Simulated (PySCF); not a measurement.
PySCF input (M06-2X/def2-TZVPD):

```python
from pyscf import gto, scf, dft

mol = gto.M(
    atom='''
    Cs   -0.00000000   -0.00000000   -0.33804873
    F     0.00000000    0.00000000    2.06585338
    ''',
    basis='def2-tzvpd',
    ecp='def2-tzvp',
    charge=0,
    spin=2,
    symmetry='C2v',
    verbose=4,
)

mf = dft.UKS(mol, xc='m062x').density_fit(auxbasis='def2-universal-jkfit')
mf.grids.level = 4
mf.conv_tol = 1e-9
mf.max_cycle = 100
mf.max_memory = 1500
mf.kernel()
if not mf.converged:
    mf = mf.newton()
    mf.kernel(mf.make_rdm1())
mf.analyze()
```

End of the output:

```
Extra cycle  E= -119.793508124907  delta_E= -7.24e-11  |g|= 1.96e-06  |ddm|= 5.54e-05
converged SCF energy = -119.793508124907  <S^2> = 2.0035544  2S+1 = 3.0023687
**** SCF Summaries ****
Total Energy =                        -119.793508124907078
Nuclear Repulsion Energy =              17.830740239468405
One-electron Energy =                 -207.209640111656825
Two-electron Energy =                   69.585391747281349
Two-electron Coulomb Energy =           83.005181421775191
DFT Exchange-Correlation Energy =      -13.419789674493842
HOMO-LUMO gap [eV] =                    -3.044765759282253
Wave-function symmetry = A1
alpha occupancy for each irrep:     A1   A2   B1   B2
                                     6    0    2    2
beta  occupancy for each irrep:     A1   A2   B1   B2
                                     4    0    2    2
**** MO energy ****
alpha MO #1 (A1 #1), energy= -25.3894809605293 occ= 1
alpha MO #2 (A1 #2), energy= -1.43651452195969 occ= 1
alpha MO #3 (A1 #3), energy= -1.14958132634101 occ= 1
alpha MO #4 (A1 #4), energy= -0.740046606750894 occ= 1
alpha MO #5 (B1 #1), energy= -0.639814635138294 occ= 1
alpha MO #6 (B2 #1), energy= -0.639814635138293 occ= 1
alpha MO #7 (B1 #2), energy= -0.59121494577179 occ= 1
alpha MO #8 (B2 #2), energy= -0.59121494577179 occ= 1
alpha MO #9 (A1 #5), energy= -0.568893289251768 occ= 1
alpha MO #10 (A1 #6), energy= -0.115871784038866 occ= 1
alpha MO #11 (B1 #3), energy= -0.00545890414748251 occ= 0
alpha MO #12 (B2 #3), energy= -0.00545890414748285 occ= 0
alpha MO #13 (A1 #7), energy= -0.00214246133436097 occ= 0
alpha MO #14 (A1 #8), energy= 0.017498017353352 occ= 0
alpha MO #15 (A2 #1), energy= 0.0203689555249951 occ= 0
alpha MO #16 (A1 #9), energy= 0.0203707983171622 occ= 0
alpha MO #17 (B1 #4), energy= 0.0232670135222132 occ= 0
alpha MO #18 (B2 #4), energy= 0.0232670135222126 occ= 0
alpha MO #19 (A1 #10), energy= 0.0335262097097064 occ= 0
alpha MO #20 (B1 #5), energy= 0.0688256454280715 occ= 0
alpha MO #21 (B2 #5), energy= 0.0688256454280696 occ= 0
alpha MO #22 (A1 #11), energy= 0.0693976940746545 occ= 0
alpha MO #23 (B1 #6), energy= 0.0758131952134525 occ= 0
alpha MO #24 (B2 #6), energy= 0.0758131952134519 occ= 0
alpha MO #25 (A2 #2), energy= 0.077218084482999 occ= 0
alpha MO #26 (A1 #12), energy= 0.0772187612473909 occ= 0
alpha MO #27 (A1 #13), energy= 0.0973184871635364 occ= 0
alpha MO #28 (A1 #14), energy= 0.129625324342211 occ= 0
alpha MO #29 (B1 #7), energy= 0.176501709752613 occ= 0
alpha MO #30 (B2 #7), energy= 0.176501709752608 occ= 0
alpha MO #31 (A1 #15), energy= 0.271163553826284 occ= 0
alpha MO #32 (B1 #8), energy= 0.339313664294277 occ= 0
alpha MO #33 (B2 #8), energy= 0.339313664294274 occ= 0
alpha MO #34 (A1 #16), energy= 0.340449526788061 occ= 0
alpha MO #35 (A2 #3), energy= 0.361223355421727 occ= 0
alpha MO #36 (A1 #17), energy= 0.361227154228641 occ= 0
alpha MO #37 (A1 #18), energy= 0.445027153216957 occ= 0
alpha MO #38 (B1 #9), energy= 0.477768176838782 occ= 0
alpha MO #39 (B2 #9), energy= 0.47776817683879 occ= 0
alpha MO #40 (A2 #4), energy= 0.485515877553515 occ= 0
alpha MO #41 (A1 #19), energy= 0.485530628656735 occ= 0
alpha MO #42 (B1 #10), energy= 0.598458226991359 occ= 0
alpha MO #43 (B2 #10), energy= 0.598458226991358 occ= 0
alpha MO #44 (A1 #20), energy= 0.609394455365525 occ= 0
alpha MO #45 (A1 #21), energy= 0.687790823324022 occ= 0
alpha MO #46 (B1 #11), energy= 0.734174192840233 occ= 0
alpha MO #47 (B2 #11), energy= 0.734174192840236 occ= 0
alpha MO #48 (A1 #22), energy= 1.01540896302637 occ= 0
alpha MO #49 (A1 #23), energy= 1.05558540381483 occ= 0
alpha MO #50 (A1 #24), energy= 2.20879068077529 occ= 0
alpha MO #51 (A2 #5), energy= 2.20957976031872 occ= 0
alpha MO #52 (B1 #12), energy= 2.21314884437414 occ= 0
alpha MO #53 (B2 #12), energy= 2.21314884437415 occ= 0
alpha MO #54 (A1 #25), energy= 2.22532468170439 occ= 0
alpha MO #55 (B1 #13), energy= 3.27868989709627 occ= 0
alpha MO #56 (B2 #13), energy= 3.27868989709627 occ= 0
alpha MO #57 (A1 #26), energy= 3.35322704099822 occ= 0
alpha MO #58 (A1 #27), energy= 3.94395311808286 occ= 0
alpha MO #59 (B1 #14), energy= 6.75695805902882 occ= 0
alpha MO #60 (B2 #14), energy= 6.75695805902881 occ= 0
alpha MO #61 (A1 #28), energy= 6.76092517930878 occ= 0
alpha MO #62 (A1 #29), energy= 6.78207302035623 occ= 0
alpha MO #63 (A2 #6), energy= 6.78300894686204 occ= 0
alpha MO #64 (B1 #15), energy= 6.82922014232901 occ= 0
alpha MO #65 (B2 #15), energy= 6.829220142329 occ= 0
alpha MO #66 (A1 #30), energy= 8.29943794650876 occ= 0
alpha MO #67 (B1 #16), energy= 8.30708953212272 occ= 0
alpha MO #68 (B2 #16), energy= 8.30708953212274 occ= 0
alpha MO #69 (A2 #7), energy= 8.34517029846738 occ= 0
alpha MO #70 (A1 #31), energy= 8.34532797818983 occ= 0
alpha MO #71 (A1 #32), energy= 19.8384924159241 occ= 0
alpha MO #72 (A1 #33), energy= 56.9517324362566 occ= 0
beta  MO #1 (A1 #1), energy= -25.3672237081 occ= 1
beta  MO #2 (A1 #2), energy= -1.33884090982105 occ= 1
beta  MO #3 (A1 #3), energy= -1.14170082737372 occ= 1
beta  MO #4 (B1 #1), energy= -0.611772603669347 occ= 1
beta  MO #5 (B2 #1), energy= -0.611772603669345 occ= 1
beta  MO #6 (A1 #4), energy= -0.606791939220813 occ= 1
beta  MO #7 (B1 #2), energy= -0.579520146007795 occ= 1
beta  MO #8 (B2 #2), energy= -0.579520146007793 occ= 1
beta  MO #9 (A1 #5), energy= -0.227764862805394 occ= 0
beta  MO #10 (A1 #6), energy= -0.0224423751866567 occ= 0
beta  MO #11 (A2 #1), energy= 0.0422393212078494 occ= 0
beta  MO #12 (A1 #7), energy= 0.0422396446308522 occ= 0
beta  MO #13 (B1 #3), energy= 0.0428182705756888 occ= 0
beta  MO #14 (B2 #3), energy= 0.042818270575688 occ= 0
beta  MO #15 (A1 #8), energy= 0.0541178684820337 occ= 0
beta  MO #16 (A1 #9), energy= 0.0650891518985918 occ= 0
beta  MO #17 (B1 #4), energy= 0.0690443085886974 occ= 0
beta  MO #18 (B2 #4), energy= 0.0690443085886946 occ= 0
beta  MO #19 (A1 #10), energy= 0.105365697150745 occ= 0
beta  MO #20 (B1 #5), energy= 0.131704862132748 occ= 0
beta  MO #21 (B2 #5), energy= 0.131704862132745 occ= 0
beta  MO #22 (A1 #11), energy= 0.138017076056827 occ= 0
beta  MO #23 (B1 #6), energy= 0.155567399221124 occ= 0
beta  MO #24 (B2 #6), energy= 0.155567399221111 occ= 0
beta  MO #25 (A1 #12), energy= 0.161406967627343 occ= 0
beta  MO #26 (A1 #13), energy= 0.169152887933218 occ= 0
beta  MO #27 (A2 #2), energy= 0.169352646994816 occ= 0
beta  MO #28 (A1 #14), energy= 0.179733873213771 occ= 0
beta  MO #29 (B1 #7), energy= 0.190576008681235 occ= 0
beta  MO #30 (B2 #7), energy= 0.190576008681233 occ= 0
[...]
```

This state (charge 0, triplet) is run at the relaxed geometry of the species with charge 0 and multiplicity 1, and is a spin state other than that species' own.
